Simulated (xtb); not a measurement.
C3H7NSi, SMILES C=C=CN[SiH3]. All values are semi-empirical tight-binding results from xtb (GFN2-xTB unless named), good for trends rather than for accurate numbers. Geometry optimised at GFN2-xTB. The structure was generated by enumeration, and PubChem lists no compound with its InChIKey, so it may never have been made. The values are those of a single conformer.

The point group as xtb finds it is Cs and the orbital gap comes out as 4.00 eV. The dipole moment is 0.89 D and the zero-point energy is 53.1 kcal/mol. The G − E(el) at 298.15 K (modified RRHO) is 33.4 kcal/mol and the static polarisability (D4 model) is 74.1 bohr³. The solvation energy, GFN2-xTB/ALPB(water) is -1.0 kcal/mol and the solvation energy, GFN2-xTB/ALPB(methanol) comes out as -4.4 kcal/mol.
